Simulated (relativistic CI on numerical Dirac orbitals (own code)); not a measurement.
## Inner-shell lines of La42+

These numbers are calculated, not measured: Dirac-Coulomb-Breit CI, KLI orbitals optimised for each configuration, a model potential for QED, valence Slater integrals scaled by 0.85 (own radial code, finite nucleus).

CI space (outside the closed core 1s2 2s2): 2p⁶3s²3p³, 2p⁵3s²3p³3d, 2p⁵3s²3p³4s, 2p⁵3s²3p³4d, 2p⁶3s3p⁴, 2p⁵3s3p⁴4s. Levels of other configurations are missing.

The table holds the strongest lines. The upper levels have an inner-shell vacancy. Auger decay, open to those above the ionisation limit, is not computed, and radiative decays to configurations outside the model are missing too. Absolute energies can be off by a few tenths of a per cent, and at this charge the scaling can make term splittings too narrow, so close lines can change order. LS names give the leading component, which can be well under half, for lower levels too. Brackets number the levels in order of energy.

```csv
λ (Å),Upper,Lower,A (s⁻¹),gA (s⁻¹)
2.48155,2p⁵3s²3p³3d ⁴P5/2 [90],2p⁶3s²3p³ ⁴S°3/2 [2],2.46e+14,1.48e+15
2.47911,2p⁵3s²3p³3d ²D5/2 [139],2p⁶3s²3p³ ²P°3/2 [5],5.92e+14,3.55e+15
2.47862,2p⁵3s²3p³3d ²D5/2 [37],2p⁶3s²3p³ ²P°3/2 [1],5.18e+14,3.11e+15
2.47862,2p⁵3s²3p³3d ²D3/2 [38],2p⁶3s²3p³ ²P°3/2 [1],6.63e+14,2.65e+15
2.47804,2p⁵3s²3p³3d ²F7/2 [106],2p⁶3s²3p³ ²D°5/2 [3],3.67e+14,2.93e+15
2.47728,2p⁵3s²3p³3d ²D3/2 [112],2p⁶3s²3p³ ²P°1/2 [4],6.61e+14,2.64e+15
2.47694,2p⁵3s²3p³3d ²P1/2 [113],2p⁶3s²3p³ ²P°1/2 [4],7.87e+14,1.57e+15
2.47662,2p⁵3s²3p³3d ⁴P5/2 [103],2p⁶3s²3p³ ⁴S°3/2 [2],2.74e+14,1.64e+15
2.47653,2p⁵3s²3p³3d ⁴P1/2 [39],2p⁶3s²3p³ ²P°3/2 [1],7.02e+14,1.40e+15
2.47537,2p⁵3s²3p³3d ²D5/2 [110],2p⁶3s²3p³ ²D°5/2 [3],5.69e+14,3.41e+15
2.47496,2p⁵3s²3p³3d ²D3/2 [105],2p⁶3s²3p³ ⁴S°3/2 [2],4.58e+14,1.83e+15
2.47496,2p⁵3s²3p³3d ²D3/2 [141],2p⁶3s²3p³ ²P°3/2 [5],7.62e+14,3.05e+15
2.47468,2p⁵3s²3p³3d ²P3/2 [111],2p⁶3s²3p³ ²D°5/2 [3],6.26e+14,2.50e+15
2.4714,2p⁵3s²3p³3d ²F7/2 [114],2p⁶3s²3p³ ²D°5/2 [3],2.10e+14,1.68e+15
2.30248,2p⁵3s²3p³3d ²F7/2 [173],2p⁶3s²3p³ ²D°5/2 [3],3.23e+14,2.59e+15
2.30172,2p⁵3s²3p³3d ²D3/2 [149],2p⁶3s²3p³ ²P°3/2 [1],4.62e+14,1.85e+15
2.30134,2p⁵3s²3p³3d ²D5/2 [150],2p⁶3s²3p³ ²P°3/2 [1],4.43e+14,2.66e+15
2.29713,2p⁵3s²3p³3d ²D5/2 [211],2p⁶3s²3p³ ²P°3/2 [5],4.00e+14,2.40e+15
2.29703,2p⁵3s²3p³3d ²D3/2 [212],2p⁶3s²3p³ ²P°3/2 [5],3.98e+14,1.59e+15
2.29564,2p⁵3s²3p³3d ²D5/2 [179],2p⁶3s²3p³ ⁴S°3/2 [2],2.55e+14,1.53e+15
```
